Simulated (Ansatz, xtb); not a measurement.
C5H7NS: which of two isomers lies lower

We compare I, `N#C[C@@H]1CC[C@H]1S`, a singlet, with II, `N#C[C@H]1C[C@H](S)C1`, a singlet. Both are isolated molecules in the gas phase, relaxed with PBE-D3(BJ)/def2-SVP; each stands in its lowest conformer found.

Q: Estimate which is lower in electronic energy at CCSD(T)/def2-SVP + ΔMP2/def2-TZVPP, and by roughly how much.

A: CCSD(T)/def2-SVP + ΔMP2/def2-TZVPP gives E(II) − E(I) = +2.71 kJ/mol, slightly favouring structure I, which is too small a margin to settle the true order.

Level by level:

```json
{"level": "GFN2-xTB", "geometry": "GFN2-xTB", "E(II) − E(I) (kJ/mol)": "−2.63", "departure from the last row (kJ/mol)": "−5.34", "job, with rough time for the two": "optimisation, 0.24 s"}
{"level": "HF/STO-3G", "geometry": "GFN2-xTB", "E(II) − E(I) (kJ/mol)": "+0.77", "departure from the last row (kJ/mol)": "−1.94", "job, with rough time for the two": "single point, 0.68 s"}
{"level": "r2SCAN-D4/def2-SVP", "geometry": "GFN2-xTB", "E(II) − E(I) (kJ/mol)": "+3.29", "departure from the last row (kJ/mol)": "+0.58", "job, with rough time for the two": "single point, 7.8 s"}
{"level": "PBE-D3(BJ)/def2-SVP", "geometry": "PBE-D3(BJ)/def2-SVP", "E(II) − E(I) (kJ/mol)": "+3.07", "departure from the last row (kJ/mol)": "+0.36", "job, with rough time for the two": "optimisation, 51 s"}
{"level": "HF/def2-SVP", "geometry": "PBE-D3(BJ)/def2-SVP", "E(II) − E(I) (kJ/mol)": "+3.74", "departure from the last row (kJ/mol)": "+1.02", "job, with rough time for the two": "part of the CCSD(T) run"}
{"level": "MP2/def2-SVP", "geometry": "PBE-D3(BJ)/def2-SVP", "E(II) − E(I) (kJ/mol)": "+4.39", "departure from the last row (kJ/mol)": "+1.67", "job, with rough time for the two": "part of the CCSD(T) run"}
{"level": "CCSD(T)/def2-SVP", "geometry": "PBE-D3(BJ)/def2-SVP", "E(II) − E(I) (kJ/mol)": "+3.71", "departure from the last row (kJ/mol)": "+1.00", "job, with rough time for the two": "single point"}
{"level": "CCSD(T)/def2-SVP + ΔMP2/def2-TZVPP", "geometry": "PBE-D3(BJ)/def2-SVP", "E(II) − E(I) (kJ/mol)": "+2.71", "departure from the last row (kJ/mol)": "", "job, with rough time for the two": "single point, 1.9 min"}
```

As drawn, both hold the same kinds of bond in the same numbers.

The largest departure from CCSD(T)/def2-SVP + ΔMP2/def2-TZVPP is that of GFN2-xTB, 5.34 kJ/mol. The last row adds to CCSD(T) the change of the MP2 difference between the two basis sets, here −1.00 kJ/mol.

With thermal terms from frequencies at re-optimised GFN2-xTB minima (ideal gas, soft modes damped towards free rotors, one conformer each, 298.15 K, 1 atm): the zero-point term adds +0.29 kJ/mol; ΔH is +2.65 and ΔG +4.10 kJ/mol.

The correlated steps freeze 11 core orbitals. Programs: Ansatz 0.2.0, xtb 6.7.1; the last row on 2 threads of Arm Neoverse V2 on a shared host.
